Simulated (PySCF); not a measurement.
# NaTl at RHF-CCSD

Computed with RHF-CCSD; PySCF, scalar-relativistic core potentials, basis sets Na def2-SVP, Tl def2-SVP with ECP60.

```json
{
  "state": "¹Σ⁺ (singlet), closed shell",
  "bond length": "3.332 Å",
  "harmonic wavenumber": "132 cm⁻¹",
  "force constant": "0.211 mdyn/Å",
  "rotational constant Be": "0.07344 cm⁻¹",
  "anharmonicity ωexe": "0.459 cm⁻¹",
  "vibration–rotation constant αe": "0.000387 cm⁻¹",
  "well depth De to Na + Tl": "15.2 kcal/mol",
  "dissociation energy D0": "15.0 kcal/mol"
}
```

Correlated steps freeze 5 core orbitals. Correlated levels converge slowly with the basis: in double zeta they bind strong bonds too weakly, by up to about 1 eV, and carry superposition errors of some tenths. These are scalar-relativistic numbers at best; spin–orbit coupling would shift them, the dissociation energy most. Where the molecule has an RHF reference, its open-shell atoms are computed with UHF.
